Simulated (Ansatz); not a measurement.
Stepwise reaction of `[SH][GeH3]` with hydrogen chloride, as a gas-phase model of exchange steps in deposition or etching. ΔE in kJ/mol; ΔG adds harmonic PBE0-D4 terms to CCSD(T)/CBS, at 1 bar.

Computed with Ansatz on PBE0-D4/def2-TZVP structures; ΔE is electronic, products minus reactants. CBS: MP2 limit from def2 TZ/QZ plus the TZ coupled-cluster correction, frozen cores. This one scheme is used for every species. DFT in def2-TZVPP. B3LYP here is the variant with VWN-RPA as its local correlation; programs differ in this. For Ge outer-core shells are correlated without core-valence functions, which leaves a few kJ/mol of doubt a bond. Scalar relativity is left out up to krypton. One conformer a species, not always the lowest.

```json
{"step": "1", "reaction": "`[SH][GeH3]` + HCl → `[SH][GeH2][Cl]` + H₂", "PBE-D4": "-59.5", "B3LYP-D4": "-59.3", "ωB97M-V": "-57.7", "CCSD(T)/CBS": "-56.5", "ΔG(600 K)": "-47.3"}
{"step": "2", "reaction": "`[SH][GeH2][Cl]` + HCl → `[SH][GeH]([Cl])[Cl]` + H₂", "PBE-D4": "-54.0", "B3LYP-D4": "-53.9", "ωB97M-V": "-52.1", "CCSD(T)/CBS": "-50.8", "ΔG(600 K)": "-44.6"}
```

Task: Give the row of step 3, `[SH][GeH]([Cl])[Cl]` + HCl → `[SH][Ge]([Cl])([Cl])[Cl]` + H₂. (An estimate is asked.)

Result: Ansatz gave: 
```json
{"step": "3", "reaction": "`[SH][GeH]([Cl])[Cl]` + HCl → `[SH][Ge]([Cl])([Cl])[Cl]` + H₂", "PBE-D4": "-52.4", "B3LYP-D4": "-52.0", "ωB97M-V": "-49.8", "CCSD(T)/CBS": "-47.6", "ΔG(600 K)": "-38.8"}
```

Task: By hand: ΔE of the 3 steps together at CCSD(T)/CBS.

Result: (-56.5) + (-50.8) + (-47.6) = -154.9 kJ/mol, or -51.6 kJ/mol a step.

In ΔE each step is higher than the one before. All are downhill at CCSD(T)/CBS. ΔG lies between -47.3 and -38.8 kJ/mol a step. PBE-D4 differs from CCSD(T)/CBS by -4.8 to -3.0 kJ/mol a step. Isolated molecules leave out the surface, adducts and barriers. Largest T1 diagnostic: 0.011.
